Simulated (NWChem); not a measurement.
System: CH₄Al cation; SMILES [CH3][AlH+]

```xyz
6

Al     0.0000     0.0000    -0.7082
C      0.0000     0.0000     1.1907
H      0.2707    -0.9916     1.5666
H     -0.9941     0.2613     1.5666
H      0.7234     0.7302     1.5666
H      0.0000     0.0000    -2.2664
```
Atoms are numbered in this order, from 1.

Coordinates come from a PBE0-D3(BJ)/def2-TZVP optimisation.

Q: List the 6 lowest vertical singlet excitations and the 6 lowest triplet ones from B3LYP/def2-SVP, full TDDFT (NWChem).

A: 
```tsv
state	energy (eV)	oscillator strength	leading excitation (squared amplitude)
S1	5.91	0.001	HOMO → LUMO (1.00)
S2	5.91	0.001	HOMO → LUMO+1 (1.00)
S3	7.61	0.254	HOMO → LUMO+2 (0.74)
S4	8.06	0.000	HOMO−2 → LUMO (0.47)
S5	8.12	0.001	HOMO−1 → LUMO+1 (0.46)
S6	8.12	0.001	HOMO−1 → LUMO (0.46)
T1	5.44	spin-forbidden	HOMO → LUMO+2 (0.98)
T2	5.47	spin-forbidden	HOMO → LUMO (0.99)
T3	5.47	spin-forbidden	HOMO → LUMO+1 (0.99)
T4	7.52	spin-forbidden	HOMO−3 → LUMO (0.97)
T5	7.52	spin-forbidden	HOMO−3 → LUMO+1 (0.97)
T6	7.70	spin-forbidden	HOMO−1 → LUMO (0.32)
```
